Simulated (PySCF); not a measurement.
Job file and geometry (Å, from GFN2-xTB) of an NMR shielding run on SMILES B([SiH2]C#CC)(O)O, C3H7BO2Si, GIAO PBE0/pcSseg-1 NMR shielding, non-relativistic, gas phase (PySCF); density fitting, a coarse starting grid and PySCF grid level 2 are the driver's defaults:

```
$ OMP_NUM_THREADS=1 python probes_run.py task.json out

{"job": {"kind": "nmr", "xc": "PBE0", "basis": "pcSseg-1"}, "charge": 0, "multiplicity": 1}
C      3.298633    -0.325165     0.808480
C      1.967350     0.006842     0.348761
C      0.861430     0.285760    -0.041283
Si    -0.845591     0.680980    -0.622015
B     -2.275133    -0.186589     0.430335
O     -1.975376    -1.258500     1.191850
O     -3.586474     0.205991     0.445231
H      3.746297    -1.063979     0.143807
H      3.925100     0.566894     0.816585
H      3.255090    -0.737748     1.816525
H     -0.943603     2.161957    -0.609657
H     -0.878246     0.334030    -2.060889
H     -2.718045    -1.635971     1.669708
H     -3.832109     0.965026    -0.079579
```

Task: Write the output of this run.

Result: 
```
coarse grid: 12480 points
cycle   1  E = -582.6524123938  dE =  8.430e-01  |g| = 9.005e-01  |ddm| = 3.581e+00
cycle   2  E = -582.5172784557  dE =  1.351e-01  |g| = 1.247e+00  |ddm| = 1.560e+00
cycle   3  E = -582.8053688093  dE = -2.881e-01  |g| = 1.053e-01  |ddm| = 9.180e-01
cycle   4  E = -582.8069695753  dE = -1.601e-03  |g| = 6.231e-02  |ddm| = 1.147e-01
cycle   5  E = -582.8077714908  dE = -8.019e-04  |g| = 2.702e-02  |ddm| = 5.990e-02
cycle   6  E = -582.8079483717  dE = -1.769e-04  |g| = 3.787e-03  |ddm| = 2.293e-02
cycle   7  E = -582.8079516037  dE = -3.232e-06  |g| = 1.475e-03  |ddm| = 4.929e-03
final grid: 116784 points
cycle   8  E = -582.8677403627  dE = -3.092e-05  |g| = 7.660e-03  |ddm| = 3.638e-02
cycle   9  E = -582.8677329923  dE =  7.370e-06  |g| = 1.015e-02  |ddm| = 1.230e-02
cycle  10  E = -582.8677519539  dE = -1.896e-05  |g| = 1.071e-03  |ddm| = 6.159e-03
cycle  11  E = -582.8677521877  dE = -2.338e-07  |g| = 3.149e-04  |ddm| = 1.014e-03
cycle  12  E = -582.8677522012  dE = -1.352e-08  |g| = 1.974e-04  |ddm| = 3.309e-04
cycle  13  E = -582.8677522106  dE = -9.413e-09  |g| = 3.374e-05  |ddm| = 1.581e-04
cycle  14  E = -582.8677522108  dE = -2.035e-10  |g| = 1.453e-05  |ddm| = 3.077e-05
converged SCF energy = -582.8677522108

GIAO shielding tensors (ppm)
atom      isotropic    diamagn.    paramagn.     s11        s22        s33       span
  0 C      180.585     251.202     -70.617    172.027    172.351    197.378     25.352
  1 C       73.536     274.789    -201.253    -24.412    -23.861    268.882    293.294
  2 C      108.827     258.024    -149.197     25.637     29.905    270.940    245.303
  3 Si     460.409     884.011    -423.602    425.813    459.673    495.743     69.930
  4 B       70.819     199.065    -128.246     52.716     63.006     96.734     44.019
  5 O      184.843     388.615    -203.772     62.717    225.922    265.891    203.174
  6 O      178.286     384.732    -206.446     21.304    252.901    260.652    239.347
  7 H       29.649      28.133       1.516     24.699     27.937     36.310     11.611
  8 H       29.678      26.862       2.817     24.638     27.933     36.464     11.826
  9 H       29.631      28.980       0.651     24.530     28.196     36.168     11.638
 10 H       27.607      30.113      -2.506     23.639     26.719     32.464      8.825
 11 H       27.478      29.814      -2.336     23.718     26.372     32.344      8.626
 12 H       26.795      29.398      -2.603     21.979     22.409     35.995     14.016
 13 H       27.082      31.105      -4.024     22.009     23.962     35.275     13.266
```

Size and cost of the density-fitted run: 161 basis functions, 36 s wall time on 1 thread of an Arm Neoverse N1, shared host; peak memory 0.72 GiB.
